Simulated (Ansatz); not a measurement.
BrGeH₂N (`[NH2][Ge][Br]`). The species carries charge 0 and has multiplicity 1.

Question: What are the harmonic wavenumbers in cm⁻¹ at PBE0-D4/def2-TZVP (Ansatz, finite differences of forces, unscaled)? (Best estimate.)

Answer: Computed: 190, 273, 437, 499, 702, 737, 1547, 3571, 3691.

Question: Is this a minimum?

Answer: Yes, all 9 modes are real.

Question: Give the ideal-gas thermochemistry at 298.15 K and 1 bar (rigid rotor, harmonic oscillator; point group Cs, symmetry number 1).

Answer: Zero-point energy 69.7 kJ/mol; H(298) − E = 84.2 kJ/mol; entropy 308.3 J/(mol·K), of which translation 172.8, rotation 110.9, vibration 24.6; G(298) − E = -7.8 kJ/mol.

Question: Rotational constants (cm⁻¹)?

Answer: 0.3854, 0.06662, 0.0568.
